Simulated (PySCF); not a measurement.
**Steps of a relaxation of [Er(H2CO)]3+**

[Er(H2CO)]3+ (singlet in the valence; each metal's 4f electrons, 11 of them, lie in its core potential, out of spins and levels). PySCF 2.14.0, RKS PBE0, Er lcecp-1-SVP with ECP57, O def2-SVP, C def2-SVP, H def2-SVP; non-relativistic Hamiltonian with scalar-relativistic core potentials where named; density fitting; no spin-orbit coupling. Origin of the start: template. Columns: position (Å) and force (eV/Å). Energies are counted from the last step; some of the 8 steps are shown. Forces carry noise of the integration grid, about 0.01 to 0.03 eV/Å.

Run from Python with OMP_NUM_THREADS=2. Where DIIS fails, smearing, a level shift and second-order steps follow.
It took 12 s on 2 threads of Arm Neoverse V1 (shared host), from the converged density of the start.

```xyz
5
step 0  E = 0.829 eV
Er    0.0000    0.0000   -0.4643     0.00    0.00    2.92
O     0.0000    0.0000    1.9582     0.00    0.00   -4.73
C     0.0000    0.0000    3.1782     0.00    0.00    1.77
H     0.9400    0.0000    3.7582     0.44    0.00    0.02
H    -0.9400    0.0000    3.7582    -0.44    0.00    0.02
```

```xyz
5
step 2  E = 0.171 eV
Er    0.0000    0.0000   -0.1115     0.00    0.00   -2.58
O     0.0000    0.0000    1.8149     0.00    0.00    4.16
C     0.0000    0.0000    3.1240     0.00    0.00   -0.91
H     0.9815    0.0000    3.6806    -0.29    0.00   -0.34
H    -0.9815    0.0000    3.6806     0.29    0.00   -0.34
```

```xyz
5
step 5  E = 0.000 eV
Er    0.0000    0.0000   -0.1703     0.00    0.00   -0.05
O     0.0000    0.0000    1.8650     0.00    0.00    0.10
C     0.0000    0.0000    3.1366     0.00    0.00   -0.04
H     0.9736    0.0000    3.6787    -0.01    0.00   -0.01
H    -0.9736    0.0000    3.6787     0.01    0.00   -0.01
```

**Question.** Where does the relaxation end?

**Answer.** It converges at step 7 in C2v:
```xyz
5
step 7  E = 0
Er    0.0000    0.0000   -0.1720
O     0.0000    0.0000    1.8661
C     0.0000    0.0000    3.1367
H     0.9731    0.0000    3.6789
H    -0.9731    0.0000    3.6789
```

**Question.** How did the contacts change?

**Answer.** 
```
      contact  start (Å)  end (Å)
Er1–O2 (H2CO)      2.422    2.038
```


An lcecp potential fixes the number of 4f electrons, so in runs with it no electron can move into or out of that shell.
